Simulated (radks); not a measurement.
Isoelectronic series with 11 electrons, all held in the configuration [Ne] 3s1, which need not be the ground one along the series. Calculated with a radial shooting solver on a logarithmic mesh with Libxc functionals: Dirac Kohn-Sham, BLYP, spin-unpolarised, spherical densities, finite nucleus; Fermi nuclear charge, rms radius of each element as measured or else 0.836 A^(1/3) + 0.57 fm. Total energies (hartree) and mean radii <r> (bohr) (* marks an orbital that is empty in some or all of the ions):

ion    E (hartree)  3p3/2*  3p1/2*   3s1/2   2p3/2   2p1/2
Al2+    -241.92276   2.557   2.552   2.197  0.6017  0.5994
P4+     -338.02210   1.729   1.725   1.597  0.4818  0.4796
Cl6+    -450.81993   1.327   1.323   1.269  0.4025  0.4002
K8+     -580.36848   1.083   1.079   1.058  0.3458  0.3435
Sc10+   -726.73869  0.9164  0.9124  0.9080  0.3033  0.3008
V12+    -890.01570  0.7955  0.7913  0.7961  0.2701  0.2675
Mn14+  -1070.29690  0.7033  0.6989  0.7090  0.2435  0.2407
Co16+  -1267.69194  0.6304  0.6258  0.6391  0.2217  0.2187
Cu18+  -1482.32231  0.5714  0.5666  0.5817  0.2034  0.2003
Ga20+  -1714.32172  0.5225  0.5175  0.5337  0.1879  0.1846
As22+  -1963.83667  0.4814  0.4761  0.4928  0.1746  0.1711
Br24+  -2231.02679  0.4462  0.4407  0.4577  0.1631  0.1594
